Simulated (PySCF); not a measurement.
# Atomic charges against the basis set

Compound: C3H12Si3.
SMILES with atom numbers: `[CH2:1]=[CH:2][C:3]([SiH3:4])([SiH3:5])[SiH3:6]` (hydrogens: H7, H8 on C1; H9 on C2; H10, H11, H12 on Si4; H13, H14, H15 on Si5; H16, H17, H18 on Si6)

Geometry (PBE0-D3(BJ)/def2-SVP, Å), atoms numbered from 1 in this order:
```xyz
18
C3H12Si3 angstrom
C      1.5379    0.9946   -1.2678
C      0.9601    0.6042   -0.1266
C     -0.2492   -0.2768    0.0359
Si    -1.5618    0.6903    1.0138
Si    -1.0126   -0.8647   -1.5971
Si     0.2608   -1.7969    1.0577
H      2.4194    1.6397   -1.2502
H      1.1679    0.6959   -2.2538
H      1.4097    0.9597    0.8126
H     -0.9706    1.1577    2.3062
H     -2.0131    1.8790    0.2291
H     -2.7407   -0.1814    1.3062
H     -1.4602    0.2984   -2.4235
H     -0.0277   -1.6658   -2.3873
H     -2.1962   -1.7234   -1.2900
H      0.8644   -1.3457    2.3500
H     -0.9301   -2.6518    1.3512
H      1.2710   -2.6013    0.3060
```

PBE0 throughout (PySCF), one geometry, spherical d and f functions. Isolated species at its PBE0-D3(BJ)/def2-SVP geometry, gas phase. Atoms taken as equivalent share a column and are averaged. The first 7 of 8 kinds of atom are listed.

Mulliken charges (e):

| basis | functions | C1 | C2 | C3 | Si4/Si5/Si6 | H7 | H8 | H9 |
| --- | --- | --- | --- | --- | --- | --- | --- | --- |
| STO-3G | 54 | -0.190 | -0.096 | -0.429 | +0.522 | +0.076 | +0.070 | +0.069 |
| 6-31G | 90 | -0.359 | -0.005 | -1.029 | +0.572 | +0.162 | +0.174 | +0.175 |
| pcSseg-0 | 90 | -0.416 | -0.086 | -1.605 | +0.529 | +0.226 | +0.235 | +0.238 |
| 6-31G* | 120 | -0.397 | -0.094 | -0.632 | +0.339 | +0.178 | +0.188 | +0.180 |
| def2-SVP | 156 | -0.081 | +0.001 | -0.802 | +0.371 | +0.055 | +0.069 | +0.052 |
| cc-pVDZ | 156 | -0.051 | -0.032 | -0.486 | +0.223 | +0.047 | +0.058 | +0.034 |
| 6-311+G(2d,p) | 258 | -0.422 | -0.044 | -0.515 | +0.327 | +0.127 | +0.122 | +0.136 |
| aug-cc-pVDZ | 258 | +0.311 | +1.296 | +0.211 | -1.475 | -0.423 | -0.544 | -0.759 |
| def2-TZVP | 276 | -0.274 | -0.212 | -0.091 | +0.079 | +0.132 | +0.141 | +0.134 |

IAO charges (e):

| basis | functions | C1 | C2 | C3 | Si4/Si5/Si6 | H7 | H8 | H9 |
| --- | --- | --- | --- | --- | --- | --- | --- | --- |
| STO-3G | 54 | -0.284 | -0.142 | -0.694 | +0.599 | +0.133 | +0.120 | +0.120 |
| 6-31G | 90 | -0.331 | -0.128 | -0.659 | +0.433 | +0.158 | +0.145 | +0.143 |
| pcSseg-0 | 90 | -0.314 | -0.126 | -0.706 | +0.433 | +0.153 | +0.139 | +0.139 |
| 6-31G* | 120 | -0.317 | -0.128 | -0.732 | +0.556 | +0.153 | +0.140 | +0.138 |
| def2-SVP | 156 | -0.315 | -0.126 | -0.737 | +0.570 | +0.150 | +0.137 | +0.136 |
| cc-pVDZ | 156 | -0.325 | -0.130 | -0.720 | +0.548 | +0.154 | +0.142 | +0.139 |
| 6-311+G(2d,p) | 258 | -0.338 | -0.132 | -0.747 | +0.580 | +0.159 | +0.146 | +0.144 |
| aug-cc-pVDZ | 258 | -0.339 | -0.131 | -0.721 | +0.549 | +0.159 | +0.146 | +0.144 |
| def2-TZVP | 276 | -0.338 | -0.130 | -0.757 | +0.591 | +0.159 | +0.146 | +0.143 |

Hirshfeld charges (e):

```csv
basis,functions,C1,C2,C3,Si4/Si5/Si6,H7,H8,H9
STO-3G,54,-0.089,-0.041,-0.175,+0.336,+0.022,+0.019,+0.014
6-31G,90,-0.102,-0.031,-0.215,+0.272,+0.049,+0.045,+0.046
pcSseg-0,90,-0.102,-0.041,-0.198,+0.287,+0.047,+0.035,+0.034
6-31G*,120,-0.099,-0.028,-0.214,+0.274,+0.050,+0.046,+0.048
def2-SVP,156,-0.103,-0.037,-0.213,+0.296,+0.049,+0.043,+0.042
cc-pVDZ,156,-0.101,-0.035,-0.213,+0.290,+0.048,+0.043,+0.044
"6-311+G(2d,p)",258,-0.103,-0.051,-0.240,+0.296,+0.050,+0.045,+0.048
aug-cc-pVDZ,258,-0.107,-0.049,-0.238,+0.293,+0.051,+0.045,+0.048
def2-TZVP,276,-0.105,-0.044,-0.233,+0.292,+0.051,+0.045,+0.048
```

Some averages cover members that differ in this geometry, most widely: Si4/Si5/Si6, Mulliken in aug-cc-pVDZ -1.596 to -1.413; Si4/Si5/Si6, Mulliken in def2-TZVP +0.044 to +0.097; Si4/Si5/Si6, Mulliken in cc-pVDZ +0.192 to +0.239; Si4/Si5/Si6, Mulliken in def2-SVP +0.346 to +0.383 e.

Problem. Which scheme is steadiest as the basis changes?

Solution. Largest range over the bases for any column: Hirshfeld 0.06 e, IAO 0.17 e, Mulliken 2.05 e. Hirshfeld charges move least and Mulliken charges most, counted in e. Without the minimal STO-3G basis the ranges are Hirshfeld 0.04, IAO 0.16, Mulliken 2.05 e.

Problem. How much do the charges still move between the two largest bases, aug-cc-pVDZ and def2-TZVP?

Solution. At most, over all atoms: Mulliken 1.640 e, IAO 0.042 e, Hirshfeld 0.005 e.

Problem. What do the same runs give for the total energy, the frontier levels and the dipole moment?

Solution. 
```json
{"basis": "STO-3G", "energy (Eh)": "-978.0153", "HOMO (eV)": "-4.96", "LUMO (eV)": "3.79", "μ (D)": "0.47"}
{"basis": "6-31G", "energy (Eh)": "-989.2704", "HOMO (eV)": "-7.11", "LUMO (eV)": "0.16", "μ (D)": "0.38"}
{"basis": "pcSseg-0", "energy (Eh)": "-988.1551", "HOMO (eV)": "-7.42", "LUMO (eV)": "-0.07", "μ (D)": "0.40"}
{"basis": "6-31G*", "energy (Eh)": "-989.3933", "HOMO (eV)": "-7.12", "LUMO (eV)": "-0.07", "μ (D)": "0.50"}
{"basis": "def2-SVP", "energy (Eh)": "-989.0981", "HOMO (eV)": "-7.31", "LUMO (eV)": "-0.29", "μ (D)": "0.50"}
{"basis": "cc-pVDZ", "energy (Eh)": "-989.4495", "HOMO (eV)": "-7.24", "LUMO (eV)": "-0.23", "μ (D)": "0.50"}
{"basis": "6-311+G(2d,p)", "energy (Eh)": "-989.5147", "HOMO (eV)": "-7.35", "LUMO (eV)": "-0.49", "μ (D)": "0.43"}
{"basis": "aug-cc-pVDZ", "energy (Eh)": "-989.4602", "HOMO (eV)": "-7.33", "LUMO (eV)": "-0.45", "μ (D)": "0.41"}
{"basis": "def2-TZVP", "energy (Eh)": "-989.5265", "HOMO (eV)": "-7.34", "LUMO (eV)": "-0.45", "μ (D)": "0.47"}
```

The dipole is fixed by the density alone, so its range of 0.12 D shows that the density itself changes with the basis, not only its division among atoms.
